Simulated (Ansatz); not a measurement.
The cluster P₃Se (the lowest doublet isomer of a short search) was relaxed with PBE-D4 (def2-SVP) in Ansatz in these states: neutral doublet, neutral quartet. The geometries follow in no particular order.

A:

```xyz
4

P    -1.417   -0.367    0.551
P     1.497   -0.420   -0.169
P    -0.358   -0.342   -1.426
Se    0.279    1.129    1.045
```

B:

```xyz
4

P    -0.1078    1.1294    0.6123
P    -0.5242   -1.0276    0.5755
P    -1.0128    0.2161   -1.2097
Se    1.6448   -0.3179    0.0219
```

Task: Judge from the bond lengths which geometry belongs to which state (an estimate).

Result: A is the neutral quartet (P1–P2 3.002 Å, P2–Se4 2.314 Å, P1–Se4 2.314 Å); B is the neutral doublet (P1–P2 2.197 Å, P2–Se4 2.348 Å, P1–Se4 2.348 Å).

At PBE0-D4/def2-TZVP a doublet lies 1.62 eV below the neutral quartet. These are the stationary points nearest to one start from a short search; other shapes may lie lower in each state.
